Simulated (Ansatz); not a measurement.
Gas-phase electronic energies from Ansatz, PBE0-D4/def2-TZVP geometries. CCSD(T)/CBS adds triple-zeta CCSD(T) − MP2 to the extrapolated MP2 energy (def2 sets, frozen cores). This one scheme is used for every species. Each species was taken in one conformer, which may not be the lowest.

`C[SiH2]C(C)=S` + `OB(O)O` → `C[SiH2]OB(O)O` + `CC=S`  (ligand exchange at the Si–C bond)

```csv
level,ΔE (eV)
SCS-MP2/def2-TZVPP,-1.05
MP2/def2-QZVPP,-0.99
```

(1) What does CCSD(T)/CBS give? (Best estimate.)

Largest T1 diagnostic among the species: 0.016.

Results:

(1) The calculation gave: -1.00 eV. The listed levels differ from it by -0.05, 0.01 eV.

In def2-TZVPP, CCSD(T) changes the Hartree–Fock value by +0.26 eV (the triples alone add +0.05 eV) and MP2 by +0.28 eV. From PBE to PBE0 (25 % exact exchange), in def2-TZVPP and without D4, ΔE moves by −0.06 eV.
